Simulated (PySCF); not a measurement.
A calculated (PBE0, PySCF 2.14, def2-TZVP, the non-relativistic Hamiltonian (point nucleus)) atom or ion has these occupied shells.

| shell | electrons | orbital energy (eV) | rms radius, mean of both spins (bohr) |
| --- | --- | --- | --- |
| 1s α | 1 | -394.53 | 0.267 |
| 1s β | 1 | -392.83 | 0.267 |
| 2s α | 1 | -22.871 | 1.47 |
| 2s β | 1 | -16.753 | 1.47 |
| 2p α | 3 | -10.173 | 1.61 |

Task: Name the element and its charge.

Result: N (nitrogen, neutral), in [He] 2s2 2p3, high-spin 4S determinant.
